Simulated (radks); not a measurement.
Question: Isoelectronic series with 26 electrons, all held in the configuration [Ar] 3d6 4s2, which need not be the ground one along the series. Calculated with a radial shooting solver on a logarithmic mesh with Libxc functionals: scalar-relativistic Kohn-Sham, PBE, spin-polarised, spherical densities, point nucleus; open shells are filled with parallel spins first (spin-orbit coupling, left out, can overturn this in heavy ions). Total energies (hartree) and orbital eigenvalues (hartree):

ion,E (hartree),4s down,3d down,4s up,3d up
Fe,-1272.58556,-0.17828,-0.19144,-0.20691,-0.32675
Co+,-1392.74525,-0.51483,-0.74136,-0.54792,-0.89867
Ni2+,-1518.91020,-0.94201,-1.45402,-0.97901,-1.63202
Cu3+,-1651.06547,-1.44939,-2.30872,-1.49013,-2.50651
Zn4+,-1789.21031,-2.03189,-3.29518,-2.07628,-3.51214
Ga5+,-1933.35160,-2.68661,-4.40756,-2.73463,-4.64322
Ge6+,-2083.50099,-3.41178,-5.64219,-3.46340,-5.89622
As7+,-2239.67342,-4.20626,-6.99664,-4.26146,-7.26878
Se8+,-2401.88636,-5.06928,-8.46921,-5.12805,-8.75923
Br9+,-2570.15933,-6.00033,-10.05865,-6.06266,-10.36639
Kr10+,-2744.51357,-6.99909,-11.76403,-7.06498,-12.08935
Rb11+,-2924.97193,-8.06535,-13.58465,-8.13478,-13.92742
Zr14+,-3503.22117,-11.66836,-19.73293,-11.74846,-20.12751

Estimate the row of Sr12+.

Answer: E (hartree) -3111.55867; 4s down -9.19899; 3d down -15.51994; 4s up -9.27198; 3d up -15.88006.
